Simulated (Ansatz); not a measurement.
# Abstraction of F: CH3FO + CH2I → CH3O + CH2FI

Species: CH3FO `OCF`, singlet; CH2I `[CH2]I`, doublet; CH3O (hydroxymethyl radical) `[CH2]O`, doublet; CH2FI (fluoroiodomethane) `FCI`, singlet. A radical takes F: the energy is the difference in strength between two C–F bonds in different surroundings.

Shapes, held fixed at every level: PBE0-D4/def2-TZVP. Flexible molecules stand in one conformer, not always the lowest. Programs: Ansatz 0.2.0. The zero-point and thermal change to 298 K, harmonic and unscaled (PBE0-D4/def2-TZVP), is +0.4 kJ/mol.

```tsv
level	kind	ΔH(298 K) (kJ/mol)	less CCSD(T)/def2-TZVPP
SPW92/def2-TZVPP	LDA	+31.1	-9.0
PBE-D4/def2-TZVPP	GGA	+28.9	-11.2
B3LYP-D4/def2-TZVPP	global hybrid	+30.4	-9.7
r2SCAN0-D4/def2-TZVPP	global hybrid	+37.5	-2.6
wB97M-V/def2-TZVPP	range-separated hybrid	+33.7	-6.4
MP2/def2-TZVPP	perturbation theory	+36.4	-3.7
CCSD(T)/def2-TZVPP	coupled cluster or CI	+40.1	0.0
```

The highest level, CCSD(T)/def2-TZVPP, gives ΔH(298 K) = +40.1 kJ/mol; the levels span +28.9 to +40.1. The column of differences is taken from that level and isn't an error. No measured value is set beside it here. Open shells run unrestricted unless RO is named. For atoms past krypton def2 sets carry core potentials with scalar relativity. Correlated rows may include outer-core shells of I, which these sets cover unevenly.
